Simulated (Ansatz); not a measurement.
The same ligand exchange along the group B, Ga, In.

Program: Ansatz. Geometries: PBE0-D4/def2-TZVP. ΔE: electronic, gas phase. CCSD(T)/CBS adds triple-zeta CCSD(T) − MP2 to the extrapolated MP2 energy (def2 sets, frozen cores). This one scheme is used for every species. DFT in def2-TZVPP. Elements past krypton have def2 core potentials. For As, Ga, In outer-core shells are correlated without core-valence functions, which leaves a few kJ/mol of doubt a bond. Scalar relativity is left out up to krypton.

| reaction | ωB97X-V (kcal/mol) | ωB97M-V (kcal/mol) |
| --- | --- | --- |
| `BN` + `[AsH3]` → `B[AsH2]` + NH₃ | 30.1 | 31.1 |
| `[NH2][GaH2]` + `[AsH3]` → `[GaH2][AsH2]` + NH₃ | -1.4 | -2.1 |
| `[NH2][InH2]` + `[AsH3]` → `[AsH2][InH2]` + NH₃ | -12.0 | -12.9 |

**Question.** Give the CCSD(T)/CBS values in the same order. (Estimate.)

**Answer.** Ansatz gave: 28.4, -1.9, -12.9 kcal/mol.

Largest T1 diagnostic: 0.016, for `[NH2][InH2]`.
